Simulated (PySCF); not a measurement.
**Radial density of Mg (magnesium, neutral)**

UHF, [Ne] 3d2, high-spin 3F determinant (an excited configuration). Computed with PySCF 2.14 in aug-cc-pCVDZ (6s5p3d, 36 functions), with no relativity, point nucleus.

```json
{"r (bohr)": "0.00208", "4πr²ρ (e/bohr)": "0.05637", "4πr²(ρα − ρβ)": "0.0000"}
{"r (bohr)": "0.00350", "4πr²ρ (e/bohr)": "0.1547", "4πr²(ρα − ρβ)": "0.0000"}
{"r (bohr)": "0.00589", "4πr²ρ (e/bohr)": "0.4122", "4πr²(ρα − ρβ)": "0.0000"}
{"r (bohr)": "0.00990", "4πr²ρ (e/bohr)": "1.061", "4πr²(ρα − ρβ)": "0.0000"}
{"r (bohr)": "0.0167", "4πr²ρ (e/bohr)": "2.551", "4πr²(ρα − ρβ)": "0.0000"}
{"r (bohr)": "0.0280", "4πr²ρ (e/bohr)": "5.510", "4πr²(ρα − ρβ)": "0.0000"}
{"r (bohr)": "0.0471", "4πr²ρ (e/bohr)": "9.904", "4πr²(ρα − ρβ)": "-0.0001"}
{"r (bohr)": "0.0793", "4πr²ρ (e/bohr)": "13.22", "4πr²(ρα − ρβ)": "-0.0001"}
{"r (bohr)": "0.133", "4πr²ρ (e/bohr)": "11.28", "4πr²(ρα − ρβ)": "-0.0003"}
{"r (bohr)": "0.224", "4πr²ρ (e/bohr)": "7.424", "4πr²(ρα − ρβ)": "-0.0010"}
{"r (bohr)": "0.377", "4πr²ρ (e/bohr)": "9.830", "4πr²(ρα − ρβ)": "-0.0020"}
{"r (bohr)": "0.634", "4πr²ρ (e/bohr)": "10.09", "4πr²(ρα − ρβ)": "-0.0006"}
{"r (bohr)": "1.07", "4πr²ρ (e/bohr)": "3.516", "4πr²(ρα − ρβ)": "0.0042"}
{"r (bohr)": "1.79", "4πr²ρ (e/bohr)": "0.3126", "4πr²(ρα − ρβ)": "0.0441"}
{"r (bohr)": "3.02", "4πr²ρ (e/bohr)": "0.2843", "4πr²(ρα − ρβ)": "0.2830"}
{"r (bohr)": "5.08", "4πr²ρ (e/bohr)": "0.4992", "4πr²(ρα − ρβ)": "0.4992"}
{"r (bohr)": "8.54", "4πr²ρ (e/bohr)": "0.03769", "4πr²(ρα − ρβ)": "0.0377"}
```

The outer electron is Rydberg-like, and this basis confines it to a smaller radius and binds it less than a complete one would.
